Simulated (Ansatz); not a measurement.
Consider the formal hydrolysis of the Al–S bond: `[SiH3][O][Al]([SH])[SH]` + H₂O → `[OH][Al]([SH])[O][SiH3]` + H₂S.

Gas-phase electronic energies from Ansatz, PBE0-D4/def2-TZVP geometries. CCSD(T)/CBS is the MP2 limit (def2-TZVPP, def2-QZVPP) plus CCSD(T) − MP2 in def2-TZVPP, frozen cores. This one scheme is used for every species. One conformer a species, not always the lowest.

```tsv
species	CCSD(T)/CBS(def2) energy (Eh)
`[SiH3][O][Al]([SH])[SH]`	-1405.02110
H₂O	-76.37941
`[OH][Al]([SH])[O][SiH3]`	-1082.43542
H₂S	-398.97279
```

Question: Work out ΔE.

Answer: ΔE = (-1082.43542) + (-398.97279) − (-1405.02110) − (-76.37941) = -0.00770 Eh = -4.8 kcal/mol.

Largest T1 diagnostic among the species: 0.012.

The D4 term adds +1.2 kcal/mol with B3LYP and +0.7 kcal/mol with PBE0; it sums over pairs of atoms, weighted by their polarisabilities, and B3LYP, whose exchange is more repulsive, gets the larger term. Leaving LDA and LC-ωPBE aside and taking each functional with its dispersion term where it has one, the values, not all of them listed here, spread over 4.1 kcal/mol, from CAM-B3LYP-D4 to revPBE-D4.

B3LYP here is the variant with VWN-RPA as its local correlation; programs differ in this.
